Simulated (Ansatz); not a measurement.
The cluster Si4O. Charge 0, multiplicity 5. Geometry PBE0-D4/def2-SVP.

Cartesian coordinates in Å:
```
O -0.889 1.227 -0.535
Si 1.247 -0.607 1.092
Si 0.757 -1.553 -1.136
Si 0.043 1.415 0.860
Si -1.159 -0.483 -0.282
```

At HF/STO-3G the charge 0 quintet is spin-contaminated (final ⟨S²⟩ up to 6.13, 6.00 for a pure state). The order of the spin states hangs on the level: the singlet lies 1.63 eV below the quintet at PBE0-D4/def2-TZVP, but 0.13 eV above it at HF/STO-3G. The singlet is doubtful at HF/STO-3G (restricted singlet, unstable in another Hartree–Fock run and untested here). The structure comes from a short search, and lower isomers may exist.

Question: Estimate the α-spin orbital energies around the gap (eV) in Ansatz with HF/STO-3G, PBE-D4/def2-TZVP, r2SCAN-D4/def2-TZVP, PBE0-D4/def2-TZVP, ωB97X-V/def2-TZVP.

Answer: 
| orbital | HF/STO-3G | PBE-D4/def2-TZVP | r2SCAN-D4/def2-TZVP | PBE0-D4/def2-TZVP | ωB97X-V/def2-TZVP |
| --- | --- | --- | --- | --- | --- |
| HOMO−5 | -8.50 | -8.15 | -8.49 | -9.42 | -11.74 |
| HOMO−4 | -5.78 | -6.12 | -6.47 | -7.20 | -9.31 |
| HOMO−3 | -4.77 | -5.91 | -6.19 | -6.88 | -8.83 |
| HOMO−2 | -4.74 | -5.83 | -6.07 | -6.73 | -8.63 |
| HOMO−1 | -4.00 | -5.34 | -5.66 | -6.34 | -8.31 |
| HOMO | -3.12 | -4.58 | -4.86 | -5.45 | -7.26 |
| LUMO | 6.38 | -2.94 | -2.96 | -2.31 | -0.36 |
| LUMO+1 | 8.00 | -2.11 | -1.98 | -1.38 | 0.54 |
| LUMO+2 | 10.12 | -1.71 | -1.53 | -0.98 | 1.02 |
| LUMO+3 | 12.04 | -0.69 | -0.44 | 0.09 | 2.10 |
| LUMO+4 | 12.34 | -0.41 | -0.14 | 0.32 | 2.28 |
| LUMO+5 | 13.12 | -0.23 | 0.06 | 0.51 | 2.47 |
| β HOMO | -3.06 | -5.54 | -5.72 | -6.37 | -8.29 |
| β LUMO | 4.67 | -4.85 | -4.69 | -4.11 | -2.40 |
